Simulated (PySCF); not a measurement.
CH10O2Si3, SMILES C[Si@H](O)O[SiH2][SiH3]. Atoms are numbered in the order given.

```xyz
16

C     -3.0443    -0.2038     0.5188
Si    -1.4996     0.2759    -0.4085
O     -0.8650    -0.9938    -1.2925
O     -0.3766     0.7848     0.7092
Si     1.2831     0.8748     0.8762
Si     2.3372    -0.7999    -0.4046
H     -3.8317    -0.5463    -0.1715
H     -3.4342     0.6555     1.0877
H     -2.8361    -1.0127     1.2385
H     -1.7324     1.3458    -1.4073
H     -0.7920    -1.8522    -0.8584
H      1.7682     2.2247     0.4578
H      1.6128     0.6924     2.3196
H      1.7425    -2.1347    -0.0894
H      3.7870    -0.8502    -0.0387
H      2.2255    -0.5408    -1.8670
```

Geometry optimised at B3LYP-D3(BJ)/def2-SVP. The structure was generated by enumeration; whether it is a known compound was not checked. The values are those of a single conformer.

These are PBE/def2-TZVP in PySCF values and carry that method's errors.

ESP charges are fitted to the potential on shells at 1.4 to 2.0 van der Waals radii. Atomic charges (e):

```csv
atom,ESP fit,Mulliken
C1,-0.89,-0.47
Si2,0.89,0.47
O3,-0.69,-0.48
O4,-0.41,-0.32
Si5,0.30,0.26
Si6,-0.01,0.00
H7,0.22,0.14
H8,0.23,0.14
H9,0.22,0.13
H10,-0.13,-0.05
H11,0.43,0.31
H12,-0.06,-0.03
H13,-0.05,-0.03
H14,-0.03,-0.04
H15,-0.03,-0.02
H16,0.00,0.00
```

Computed Mayer and Wiberg (Löwdin basis) orders of the bonds:
| bond | Mayer | Wiberg |
|---|---|---|
| C1–Si2 | 1.02 | 1.22 |
| Si2–O3 | 1.22 | 1.64 |
| Si2–O4 | 1.14 | 1.53 |
| O4–Si5 | 1.17 | 1.57 |
| Si5–Si6 | 0.95 | 1.15 |
| C1–H7 | 0.94 | 0.90 |
| C1–H8 | 0.94 | 0.89 |
| C1–H9 | 0.94 | 0.90 |
| Si2–H10 | 0.93 | 0.90 |
| O3–H11 | 0.88 | 1.02 |
| Si5–H12 | 0.92 | 0.93 |
| Si5–H13 | 0.92 | 0.93 |
| Si6–H14 | 0.93 | 0.95 |
| Si6–H15 | 0.93 | 0.95 |
| Si6–H16 | 0.94 | 0.96 |
